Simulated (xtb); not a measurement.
xtb input (GFN2-xTB):

```bash
xtb mol.xyz --gfn 2 --sp --chrg 1 --uhf 0
```
mol.xyz:
```
3

B      0.82673767    -0.12463572    -0.24991220
I      0.26659967    -1.05280192     1.55071994
I     -0.34459379     1.06456001    -1.52714332
```

End of the output:

```
         :::::::::::::::::::::::::::::::::::::::::::::::::::::
         ::                     SUMMARY                     ::
         :::::::::::::::::::::::::::::::::::::::::::::::::::::
         :: total energy              -8.357668760151 Eh    ::
         :: gradient norm              0.086454268615 Eh/a0 ::
         :: HOMO-LUMO gap              2.080120489745 eV    ::
         ::.................................................::
         :: SCC energy                -8.377398845604 Eh    ::
         :: -> isotropic ES            0.144596843914 Eh    ::
         :: -> anisotropic ES          0.000709691820 Eh    ::
         :: -> anisotropic XC         -0.002217109831 Eh    ::
         :: -> dispersion             -0.002290542225 Eh    ::
         :: repulsion energy           0.019730085453 Eh    ::
         :: add. restraining           0.000000000000 Eh    ::
         :: total charge               1.000000000000 e     ::
         :::::::::::::::::::::::::::::::::::::::::::::::::::::

           -------------------------------------------------
          |                Property Printout                |
           -------------------------------------------------

    * Orbital Energies and Occupations

         #    Occupation            Energy/Eh            Energy/eV
      -------------------------------------------------------------
         1        2.0000           -1.0065832             -27.3905
         2        2.0000           -0.9989171             -27.1819
         3        2.0000           -0.7780941             -21.1730
         4        2.0000           -0.7408791             -20.1603
         5        2.0000           -0.7107142             -19.3395
         6        2.0000           -0.7093300             -19.3019
         7        2.0000           -0.6799382             -18.5021
         8        2.0000           -0.6760742             -18.3969 (HOMO)
         9                         -0.5996312             -16.3168 (LUMO)
        10                         -0.5658932             -15.3987
Note: The following floating-point exceptions are signalling: IEEE_DENORMAL
normal termination of xtb
        11                         -0.4095771             -11.1452
        12                         -0.3963592             -10.7855
        13                         -0.2806377              -7.6365
        14                         -0.2794028              -7.6029
        15                         -0.2746855              -7.4746
        16                         -0.2729286              -7.4268
        17                         -0.2621810              -7.1343
        18                         -0.2386836              -6.4949
        19                         -0.2073447              -5.6421
       ...                                ...                  ...
        22                          0.5345018              14.5445
      -------------------------------------------------------------
                  HL-Gap            0.0764430 Eh            2.0801 eV
             Fermi-level           -0.6378527 Eh          -17.3569 eV

     #   Z          covCN         q      C6AA      α(0)
     1   5 B        1.777     0.414    32.370    11.988
     2  53 I        1.096     0.293   351.227    32.352
     3  53 I        1.096     0.293   351.227    32.352

 Mol. C6AA /au·bohr⁶  :       1859.872125
 Mol. C8AA /au·bohr⁸  :     155895.585008
 Mol. α(0) /au        :         76.691371

Wiberg/Mayer (AO) data.
largest (>0.10) Wiberg bond orders for each atom

 ---------------------------------------------------------------------------
     #   Z sym  total        # sym  WBO       # sym  WBO       # sym  WBO
 ---------------------------------------------------------------------------
     1   5 B    3.387 --     2 I    1.694     3 I    1.694
     2  53 I    1.838 --     1 B    1.694     3 I    0.144
     3  53 I    1.838 --     1 B    1.694     2 I    0.144
 ---------------------------------------------------------------------------

Topologies differ in total number of bonds
Writing topology from bond orders to xtbtopo.mol

molecular dipole:
                 x           y           z       tot (Debye)
 q only:        0.604      -0.091      -0.182
   full:        1.098      -0.166      -0.332       2.946
molecular quadrupole (traceless):
                xx          xy          yy          xz          yz          zz
 q only:       -2.500      -1.245      -0.760       1.017      -5.045       3.260
  q+dip:       -0.190      -1.117      -1.247      -0.025      -3.079       1.437
   full:        0.357      -1.011      -1.276      -0.265      -2.415       0.918

           -------------------------------------------------
          | TOTAL ENERGY               -8.357668760151 Eh   |
          | GRADIENT NORM               0.086454268615 Eh/α |
          | HOMO-LUMO GAP               2.080120489745 eV   |
           -------------------------------------------------

------------------------------------------------------------------------
------------------------------------------------------------------------
 total:
 SCF:
```

This state (charge 1, singlet) is run at the relaxed geometry of the species with charge 0 and multiplicity 2.
